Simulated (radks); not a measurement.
The numbers below are computed, except where a source is named.
Q: Ionisation of Sm+, [Xe] 4f6 6s1, to Sm2+, [Xe] 4f6, under several functionals. Dirac Kohn-Sham, spin-unpolarised, spherical densities, finite nucleus; open shells fill j = l - 1/2 first; a radial shooting solver on a logarithmic mesh with Libxc functionals. The NIST Atomic Spectra Database gives 11.08 eV (semi-empirical). Rank these functionals by the error of their Delta-SCF ionisation energy: PBE; PBEsol; HCTH/407; XLYP.

A: From best to worst: PBE 11.077 eV (-0.001); PBEsol 10.976 eV (-0.102); XLYP 11.274 eV (+0.196); HCTH/407 11.275 eV (+0.197). Spin polarisation and multiplet splitting are left out, so open shells lie too high by an amount that depends on their filling.

Beside tabulated values, note that spin-unpolarised runs miss the spin-polarisation part of the exchange energy of open shells.
